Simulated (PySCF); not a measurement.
O₂S₂, SMILES S(=O)(=O)=S. Geometry optimised at PBE-D3(BJ)/def2-SVP.

These are PBE-D3(BJ)/def2-SVP run with PySCF 2.14.0 values and carry that method's errors.

Harmonic wavenumbers (cm⁻¹): 320, 368, 429, 634, 1103, 1285. Rotational constants (GHz): 9.684, 4.188, 2.924; symmetry number 2.

Work out the zero-point energy and the ideal-gas rigid-rotor harmonic-oscillator thermochemistry at 298.15 K and 1 atm.

ZPE = ½ Σ hcν = ½ × 4138 cm⁻¹ = 24.75 kJ/mol. H − E(el) = 37.82 kJ/mol. Entropy in J/(mol K): translation 165.69, rotation 100.55, vibration 15.67, total 281.90. G − E(el) = -46.23 kJ/mol. Cp = 58.25 J/(mol K).
